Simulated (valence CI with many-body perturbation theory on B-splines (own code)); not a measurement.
**V XIX: key properties**

Calculated by configuration interaction combined with many-body perturbation theory (CI+MBPT): three valence electrons over a frozen Dirac-Fock core [He], a basis of 11 s, 11 p, 9 d, 7 f, 5 g, 2 h, 1 i functions for each j, with the one-electron correlation potential Σ1, the two-electron term Σ2, the three-electron term Σ3, Breit, model QED; selected CI, second order for the rest (own B-spline code, finite nucleus).

No measured levels were compared; by estimate levels of excited configurations hold to 0.05 to 0.15 % of their energy, terms of the ground configuration to about 0.5 %.

Names give the largest LS component (configuration and term), which can be under half, so a name can repeat, a term be missing and a line seem to break the LS rules; names also repeat where a configuration has a term twice.

Rates and lifetimes use the calculated energies. Strong lines usually hold to 10 to 20 %, long lifetimes can be off by a factor of two.

Task: What is the ground level?

Result: 2s2.2p 2P°_1/2, composition 98 % 2s2.2p 2P° + 2 % 2p3 2P°, g = 0.662.

Task: How well does LS coupling describe the low levels?

Result: Among the lowest 20 levels the leading LS term, summed over configurations, holds 93 % on average. For single configurations the figures are 91 % in LS and 77 % in jj coupling. Terms mix most in the J = 1/2 level at 97.83 eV, where the leading one holds 50 %.

Task: What are the static dipole polarisabilities of the lowest levels?

Result: 2s2.2p 2P°_1/2 0.0201; 2s2.2p 2P°_3/2 0.0202 (tensor 0.0018) bohr³, of which the core gives 3.33e-05.

Task: Among levels below 893.53 eV, which E1 lines absorb most strongly from the ground level?

Result: to 2s2.3d 2D_3/2 at 1.555 nm, f = 0.664; to 2s.2p.3p 2P_1/2 at 1.513 nm, f = 0.109; to 2s.2p.3p 4S_3/2 at 1.505 nm, f = 0.107.

Task: Where does the other parity begin?

Result: At 2s.2p2 4P_1/2, 41.14 eV.
